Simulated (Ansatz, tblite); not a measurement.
Cost and result up the ladder for B4As5H16⁺, a cluster cut from zinc blende BAs (hydrogen-capped) (25 atoms). Total charge 1; singlet. Geometry: PBE-D4/def2-SVP.

| atom | x (Å) | y (Å) | z (Å) |
| --- | --- | --- | --- |
| As1 | 1.4987 | -1.8485 | -0.2430 |
| As2 | 0.5844 | 0.7884 | -2.1812 |
| As3 | -1.6889 | -1.0302 | -0.6045 |
| As4 | -0.2046 | -0.5576 | 2.3171 |
| As5 | -1.1196 | 2.0793 | 0.3793 |
| B6 | 0.1128 | -1.1432 | -1.6081 |
| B7 | 1.6809 | -0.9176 | 1.5810 |
| B8 | 0.5670 | 2.2903 | -0.7772 |
| B9 | -1.6593 | 0.1993 | 1.0549 |
| H10 | 2.8462 | -1.8809 | -0.9407 |
| H11 | 1.2244 | -3.3389 | -0.1184 |
| H12 | 1.9383 | 0.7403 | -2.8656 |
| H13 | -0.3096 | 1.0878 | -3.3742 |
| H14 | -2.1665 | -2.4209 | -0.2212 |
| H15 | -2.7955 | -0.6050 | -1.5553 |
| H16 | -0.8273 | -1.7838 | 2.9658 |
| H17 | -0.1201 | 0.3675 | 3.5174 |
| H18 | -2.3644 | 2.6443 | -0.2866 |
| H19 | -1.0282 | 2.9875 | 1.5919 |
| H20 | 0.0352 | -1.8790 | -2.5727 |
| H21 | 2.2994 | -1.6279 | 2.3508 |
| H22 | 2.1679 | 0.1774 | 1.3529 |
| H23 | 0.5604 | 3.3746 | -1.3284 |
| H24 | 1.5120 | 2.0706 | -0.0375 |
| H25 | -2.7437 | 0.2262 | 1.6035 |

Ansatz on 4 threads of Intel Xeon on a shared host; xTB runs through tblite on one thread. Times are rough, summed over both states, and most runs start from the orbitals of an earlier one. PBE0-D4/def2-SVP serves as the yardstick here, not as an exact answer. The other state is a triplet.

The xTB rows come from tblite.

xTB has no spin-polarisation term.

| level | functions | vertical triplet (eV) | difference from PBE0-D4/def2-SVP (eV) |
| --- | --- | --- | --- |
| PBE0-D4/def2-SVP | 296 | 5.96 | 0.00 |
| GFN2-xTB | 77 | 5.77 | -0.19 |
| PBE-D4/def2-SVP | 296 | 5.31 | -0.65 |
| GFN1-xTB | 93 | 5.44 | -0.52 |

Problem. Estimate how long each takes.

Solution. GFN2-xTB 0.2 s; GFN1-xTB 0.28 s; PBE-D4/def2-SVP 1.8 min; PBE0-D4/def2-SVP 4.8 min. On shared hardware such times vary by a factor of up to 3.
